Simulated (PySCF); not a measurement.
BrF₂GeHO. Atoms are numbered in the order given.

```xyz
6

O      1.6434     1.2488     0.0000
Ge     0.0058     0.6516     0.0000
F     -0.8576     1.2685     1.3556
F     -0.8576     1.2685    -1.3556
Br     0.0121    -1.5969     0.0000
H      1.6776     2.2175     0.0000
```
Charge 0, spin multiplicity 1.

Coordinates come from a r2SCAN-D4/def2-SVP optimisation. The values are those of a single conformer.

Method: HF/def2-TZVP in PySCF.

The molecule is in vacuum.

**Question.** Estimate the frontier levels, gap, dipole moment and polarisability. (The exact figures need the calculation; the answer reports its results.)

**Answer.** 
```json
{
  "highest_occupied_level": "-12.60 eV",
  "lowest_empty_level": "2.26 eV",
  "orbital_gap": "14.86 eV",
  "dipole_moment": "1.19 D",
  "quadrupole, principal values (traceless, Buckingham form, about the centre of nuclear charge)": "-6.98, -5.51, 12.49 D·Å",
  "mean_static_polarisability": "42.2 bohr³ (6.25 Å³)",
  "polarisability_principal_values": "35.8, 38.0, 52.9 bohr³"
}
```
